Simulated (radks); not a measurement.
All-electron atom: Cs3+ in [Kr] 4d8 5s2 5p4 5d2 (not the ground configuration). All-electron calculation, Dirac Kohn-Sham, LDA (Slater exchange, Perdew-Wang correlation), spin-unpolarised, spherical densities, finite nucleus; open shells are shared between the two j in proportion to 2j + 1; Fermi nuclear charge, rms radius 4.8041 fm. Program: a radial shooting solver on a logarithmic mesh with Libxc functionals.

Unscreened Slater integrals over Kohn-Sham orbitals (cm^-1). Large and small components are both included.

\begin{tabular}{lr}
integral & value \\ \hline
F0(5d5/2,5d5/2) & 83794 \\
F2(5d5/2,5d5/2) & 44713 \\
F4(5d5/2,5d5/2) & 30150 \\
F0(5d5/2,5d3/2) & 84218 \\
F2(5d5/2,5d3/2) & 44924 \\
G2(5d5/2,5d3/2) & 44911 \\
G4(5d5/2,5d3/2) & 30281 \\
F0(5d5/2,5p3/2) & 93646 \\
F2(5d5/2,5p3/2) & 47173 \\
G1(5d5/2,5p3/2) & 55955 \\
G3(5d5/2,5p3/2) & 35044 \\
F0(5d5/2,5p1/2) & 94699 \\
G3(5d5/2,5p1/2) & 33655 \\
F0(5d3/2,5d3/2) & 84651 \\
F2(5d3/2,5d3/2) & 45150 \\
F0(5d3/2,5p3/2) & 94297 \\
F2(5d3/2,5p3/2) & 47749 \\
G1(5d3/2,5p3/2) & 57124 \\
G3(5d3/2,5p3/2) & 35756 \\
F0(5d3/2,5p1/2) & 95380 \\
G1(5d3/2,5p1/2) & 54928 \\
F0(5p3/2,5p3/2) & 109630 \\
F2(5p3/2,5p3/2) & 59381 \\
F0(5p3/2,5p1/2) & 111570 \\
G2(5p3/2,5p1/2) & 60104 \\
F0(5p1/2,5p1/2) & 113650 \\
\end{tabular}
